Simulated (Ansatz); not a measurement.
Basis sets compared for SnF2. Total charge 0; singlet. Geometry PBE0-D4/def2-TZVP. Ansatz on 4 threads of AMD EPYC 7R43 on a shared host; times are rough, and most runs start from earlier orbitals.

```
atom    x (Å)    y (Å)    z (Å)
 Sn1   0.2812   0.2071  -0.7897
  F2  -1.4739  -0.2366  -0.1147
  F3   1.1927   0.0295   0.9045
```

In the def2 sets Sn takes a core potential; there is no spin–orbit coupling.

Binding counts from free atoms (Sn triplet, F doublet) in the same basis, without a counterpoise term.

```json
{"level": "PBE-D4/def2-SVP", "functions": "54", "energy (Eh)": "-413.7143", "HOMO (eV)": "-7.16", "LUMO (eV)": "-3.23", "binding per atom (eV)": "3.54", "wall time": "0.45 s"}
{"level": "PBE0-D4/def2-SVP", "functions": "54", "energy (Eh)": "-413.7129", "HOMO (eV)": "-8.48", "LUMO (eV)": "-2.61", "binding per atom (eV)": "3.27", "wall time": "0.65 s"}
```

Q: Estimate the rows for PBE-D4/def2-TZVP, PBE0-D4/def2-TZVP.

A: 
| level | functions | energy (Eh) | HOMO (eV) | LUMO (eV) | binding per atom (eV) | wall time |
| --- | --- | --- | --- | --- | --- | --- |
| PBE-D4/def2-TZVP | 112 | -413.9894 | -7.46 | -3.44 | 3.64 | 0.6 s |
| PBE0-D4/def2-TZVP | 112 | -413.9854 | -8.72 | -2.77 | 3.40 | 1 s |
